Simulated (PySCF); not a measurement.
C₂H₃BrClIn, SMILES C=[CH][In]([Cl])[Br].

Coordinates come from a B3LYP-D3(BJ)/def2-SVP optimisation. The structure was generated by enumeration; whether it is a known compound was not checked. The def2 effective core potentials stand for the cores of In; spin–orbit coupling is left out. The values are those of a single conformer.

Computed with TDA-CAM-B3LYP/def2-SVPD (PySCF).

Vertical excitations.  State labels are in the subgroup Cs.

Computed excitation energies, oscillator strengths and character:
```json
[
 {"state": "S1", "symmetry": "A'", "energy (eV)": "5.26", "λ (nm)": "236", "f": "0.043", "main pairs": "HOMO→LUMO 83 %"},
 {"state": "S2", "symmetry": "A\"", "energy (eV)": "5.27", "λ (nm)": "235", "f": "0.000", "main pairs": "HOMO−1→LUMO 38 %, HOMO→LUMO+1 37 %, HOMO−2→LUMO+1 19 %"},
 {"state": "S3", "symmetry": "A\"", "energy (eV)": "5.35", "λ (nm)": "232", "f": "0.009", "main pairs": "HOMO−1→LUMO 56 %, HOMO→LUMO+1 29 %"},
 {"state": "S4", "symmetry": "A\"", "energy (eV)": "5.61", "λ (nm)": "221", "f": "0.000", "main pairs": "HOMO−2→LUMO+1 63 %, HOMO→LUMO+1 29 %"},
 {"state": "S5", "symmetry": "A'", "energy (eV)": "5.65", "λ (nm)": "220", "f": "0.054", "main pairs": "HOMO−2→LUMO 51 %, HOMO−1→LUMO+1 30 %"},
 {"state": "S6", "symmetry": "A\"", "energy (eV)": "5.82", "λ (nm)": "213", "f": "0.001", "main pairs": "HOMO−3→LUMO 84 %"},
 {"state": "S7", "symmetry": "A'", "energy (eV)": "5.92", "λ (nm)": "209", "f": "0.094", "main pairs": "HOMO−1→LUMO+1 55 %, HOMO−2→LUMO 16 %, HOMO−5→LUMO 12 %, HOMO−6→LUMO 9 %"},
 {"state": "S8", "symmetry": "A\"", "energy (eV)": "6.18", "λ (nm)": "201", "f": "0.042", "main pairs": "HOMO−4→LUMO 89 %"},
 {"state": "S9", "symmetry": "A'", "energy (eV)": "6.26", "λ (nm)": "198", "f": "0.042", "main pairs": "HOMO−3→LUMO+1 70 %, HOMO−5→LUMO 13 %"},
 {"state": "S10", "symmetry": "A\"", "energy (eV)": "6.35", "λ (nm)": "195", "f": "0.001", "main pairs": "HOMO−5→LUMO+1 83 %"},
 {"state": "T1", "symmetry": "A'", "energy (eV)": "4.12", "λ (nm)": "301", "f": "0", "main pairs": "HOMO−3→LUMO+1 47 %, HOMO−3→LUMO+3 25 %, HOMO−1→LUMO+1 8 %, HOMO−4→LUMO+1 7 %"},
 {"state": "T2", "symmetry": "A'", "energy (eV)": "4.70", "λ (nm)": "264", "f": "0", "main pairs": "HOMO→LUMO 77 %, HOMO−2→LUMO 15 %"},
 {"state": "T3", "symmetry": "A'", "energy (eV)": "4.93", "λ (nm)": "251", "f": "0", "main pairs": "HOMO−2→LUMO 76 %, HOMO→LUMO 16 %"},
 {"state": "T4", "symmetry": "A\"", "energy (eV)": "4.94", "λ (nm)": "251", "f": "0", "main pairs": "HOMO−2→LUMO+1 34 %, HOMO→LUMO+1 30 %, HOMO−1→LUMO 23 %, HOMO−5→LUMO+1 7 %"}
]
```
Triplets are in the Tamm–Dancoff approximation.
